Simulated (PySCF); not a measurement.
**Correlation energy of Al⁺ (aluminium, charge +1)**

[Ne] 3s2, closed-shell 1S. Calculation: PySCF 2.14, in cc-pVDZ-DK; scalar relativity by spin-free X2C-1e. Frozen: [Ne]; 2 electrons correlated.

Total MP2 correlation energy: -24.97 mhartree.

Same-spin part 0.00 and opposite-spin part -24.97 mhartree; SCS-MP2 scales them by 1/3 and 6/5 to -29.97 mhartree.

With two correlated electrons CCSD is exact within the correlated space (frozen core and kept virtual orbitals).

| level | correlation energy (mhartree) |
| --- | --- |
| CCSD | -38.40 |

Diagnostics: T1 = 0.0075, D1 = 0.0105, largest double amplitude 0.114.

**Question.** Is a single reference adequate?

**Answer.** Mostly. T1 lies below 0.03, but a double amplitude of this size points to a near-degeneracy that CCSD handles and MP2 describes poorly.
